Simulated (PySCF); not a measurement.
# TiB at PBE0

Computed with PBE0; basis Ti def2-TZVPP, B def2-TZVPP; no relativity; PySCF 2.14.

* state: ⁶Δ (sextet), unpaired electrons σ ↑↑, π ↑↑, δ ↑
* bond length: 2.027 Å
* harmonic wavenumber: 642 cm⁻¹
* force constant: 2.17 mdyn/Å
* rotational constant Be: 0.4583 cm⁻¹
* anharmonicity ωexe: 3.34 cm⁻¹
* vibration–rotation constant αe: 0.00317 cm⁻¹
* bond order (Mayer): 2.02
* dipole moment (positive dipole means Ti(−)B(+)): -3.49 D

De is left out where the level can put another filling of the metal’s s and d shells below the measured ground configuration, by anything from nothing to about 1 eV. With d or f electrons several states lie close, and the lowest PBE0 determinant need not be the measured ground state.
